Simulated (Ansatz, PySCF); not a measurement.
CH4 (SMILES C) and CH2O (SMILES C=O) are pulled apart as rigid monomers along the line of their centres of mass, from the B3LYP-D3(BJ)/def2-TZVP minimum. Starting geometry (charge 0, multiplicity 1):
| atom | x (Å) | y (Å) | z (Å) |
|---|---|---|---|
| C | -0.0233 | -0.0032 | 0.1122 |
| H | -0.9238 | -0.6167 | 0.1350 |
| H | 0.6109 | -0.2487 | 0.9628 |
| H | 0.5175 | -0.1959 | -0.8134 |
| H | -0.3009 | 1.0500 | 0.1517 |
| C | -0.2573 | 0.0678 | 3.7862 |
| O | 0.8474 | -0.3521 | 3.5812 |
| H | -0.6474 | 0.2116 | 4.8122 |
| H | -0.9445 | 0.3338 | 2.9608 |

Interaction energies with rigid monomers; basis-set methods are counterpoise corrected unless marked otherwise.

Rows in 6-31G*, STO-3G carry no dispersion term and start afresh at each structure (6-31G* with six Cartesian d functions).

Codes used: Ansatz (Gaussian orbitals); PySCF for 6-31G* rows, STO-3G rows, the dispersion terms. 

```tsv
H3···O7 (Å)	HF/STO-3G (no counterpoise) (meV)	HF/aug-cc-pVDZ (meV)	PBE-D4/def2-TZVPPD (meV)	B3LYP/6-31G* (no counterpoise) (meV)	wB97M-V/def2-TZVPPD (meV)
2.37	29.4	57.7	-36.0	-29.1	-30.2
2.63	5.5	12.7	-51.3	-46.0	-42.6
3.03	-2.5	-5.2	-43.1	(withheld)	-33.1
3.68	-2.3	-5.7	(withheld)	-9.3	-16.4
4.74	-0.9	-2.2	-5.2	-1.2	-5.1
```

Problem. Fill in the missing entries.

Solution. 
- 3.68, PBE-D4/def2-TZVPPD (meV): -21.0
- 3.03, B3LYP/6-31G* (no counterpoise) (meV): -35.2

Ansatz is a first-principles code.
